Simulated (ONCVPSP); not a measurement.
**Configuration tests for Nb (Z = 41) (ONCV)**

ONCVPSP 4.0.1 input, shortened (lines: element, Z, core and valence counts, functional; n l f; lmax; l rc ep ncon nbas qcut; lloc lpopt rc5 dvloc0; l nproj debl; icmod fcfact rcfact), Wu-Cohen, scalar-relativistic:

```
  Nb 41.00    6    3  -118130      upf
    1    0    2.00
    2    0    2.00
    2    1    6.00
    3    0    2.00
    3    1    6.00
    3    2   10.00
    4    0    2.00
    4    1    6.00
    4    2    2.00
    2
    0    1.80    0.00    4    7    7.60
    1    1.30    0.00    5   10    5.30
    2    1.95    0.00    3    7    8.20
    4    5    0.80    4.00
    0    2    1.70
    1    2    1.00
    2    2    2.00
    3    4.25    1.60
```

In the s channel the program set the typed energies aside and used -3.268, 0.050 Ha. In the p channel the program set the typed energies aside and used -2.375, 0.250 Ha.

Energies are relative to the spin-unpolarised reference configuration 4s2 4p6 4d2; without spin polarisation the order of configurations can differ from experiment.

| valence configuration | charge | ΔE all-electron (eV) | error AE − PS (meV) |
| --- | --- | --- | --- |
| 4s2 4p6 4d3 | +2 | -24.695 | +1.3 |
| 4s1 4p6 4d4 5s1 | +1 | 18.668 | -129 |

Problem. What are ΔE and the potential's error for 4s2 4p6 4d4?

Solution. ΔE = -38.711 eV all-electron; the error (AE − PS) is +1.2 meV.

Problem. What are ΔE and the potential's error for 4s2 4p6 4d4 5s1?

Solution. ΔE = -45.347 eV all-electron; the error (AE − PS) is +22 meV.

Note: ghosts flagged at negative energy: s at -38.1 eV; GHOST(+) flagged for p at 269.9 eV. A true bound ghost makes a file unfit for plane-wave use.
